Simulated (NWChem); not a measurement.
Species: GaH$_{3}$S$_{3}$; SMILES [SH][Ga]([SH])[SH]

```xyz
7

Ga    -0.0021    -0.0068     0.0000
S     -2.2026    -0.2655     0.0000
H     -2.4289     1.0790     0.0000
S      0.8547     2.0448     0.0000
H      2.1443     1.6043     0.0000
S      1.2195    -1.8599     0.0000
H      2.4020    -1.1825     0.0000
```
Atoms are numbered in this order, from 1.

Program: NWChem. All runs use the structure optimised with PBE-D3(BJ)/def2-SVP. Vertical excitations in the gas phase; the lowest state need not have the same character in each row.

**Question.** Order these by “lowest excitation, singlet (eV)”, lowest first: PBE/def2-SVP, full TDDFT; LDA (Slater exchange, VWN5)/def2-SVP, full TDDFT; B3LYP/def2-SVP, full TDDFT.

**Answer.** LDA (Slater exchange, VWN5)/def2-SVP, full TDDFT (4.46), PBE/def2-SVP, full TDDFT (4.57), B3LYP/def2-SVP, full TDDFT (5.01)
